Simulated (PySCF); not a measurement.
Sn(H)(OH)2(NH2) (H5NO2Sn), SMILES [NH2][SnH]([OH])[OH].

Geometry optimised at B3LYP-D3(BJ)/def2-SVP. The structure was generated by enumeration; whether it is a known compound was not checked. The def2 effective core potentials stand for the cores of Sn; spin–orbit coupling is left out. One conformer was computed; it need not be the lowest.

Two levels are set side by side: PBE/def2-TZVP (PySCF) and r2SCAN/def2-TZVP (PySCF). Same geometry, gas phase. Differences are taken from unrounded values.

| quantity | PBE |
|---|---|
| orbital gap (eV) | 4.59 |
| highest occupied level (eV) | -6.30 |
| lowest empty level (eV) | -1.71 |
| dipole moment (D) | 1.28 |
| mean polarisability (bohr³) | 55.2 |

These are the PBE values. What does r2SCAN give? (Estimate from the structure and the level; the computed values follow.)


| quantity | r2SCAN | PBE minus r2SCAN |
|---|---|---|
| orbital gap (eV) | 5.24 | -0.65 |
| highest occupied level (eV) | -6.62 | 0.32 |
| lowest empty level (eV) | -1.38 | -0.33 |
| dipole moment (D) | 1.34 | -0.05 |
| mean polarisability (bohr³) | 53.2 | 1.9 |

Rough cost on one machine, each run with all the roots and properties that it gave: r2SCAN against PBE about 4 times.
